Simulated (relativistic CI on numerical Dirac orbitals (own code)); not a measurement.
V4+ in a cubic cluster: 3p photoemission with charge transfer

Computed with a charge-transfer multiplet model of a cubic metal-ligand cluster with up to 2 ligand holes, Slater and spin-orbit integrals from Dirac-Coulomb-Breit ions, Slater integrals scaled by 0.8. The ground state mixes d1 with configurations of k ligand holes L, whose averages lie at kΔ + k(k − 1)U_dd/2; a core hole lowers each added d electron by U_cd. 20 K, Lorentzian 0.9 eV and Gaussian 0.8 eV FWHM.

Atomic integrals in eV (Slater integrals scaled, ζ unscaled), ground: F2dd 8.057, F4dd 5.049, zeta_d 0.029; with the core hole: F2dd 8.057, F4dd 5.049, zeta_d 0.033, zeta_core 0.604, F2cd 9.897, G1cd 12.128, G3cd 7.527. Where a configuration has fewer than two d electrons, the dd integrals are those of d2.

Cluster parameters (eV): U_dd = 6.3, U_cd = 7.1, 10Dq = 1.75, 10Dq(ligand) = 1.5, V(eg) = 2.3, V(t2g) = -1.06, final-state hopping factor = 0.9.

Weights, n_d and S are thermal averages at 20 K. Binding energies count from the first peak over 30 % of the highest in each spectrum, which can be another peak from case to case. The parameters are a model scan and need not match a compound or its usual spin state. Peaks in eV (height, largest 100): 0.0 (96), 1.0 (100), 9.5 (20), 12.0 (32), 17.0 (15), 18.7 (10).

(1) Which parameters give this spectrum?
A. Δ = -0.2 eV
B. Δ = -3.2 eV
C. Δ = 0.8 eV

Results:

(1) C. Δ = 0.8 eV; the ground state then has 1.79 d electrons and S = 0.50. The choice follows from running the model for each set and comparing peak positions and heights. The space is cut while the next configuration still counts.
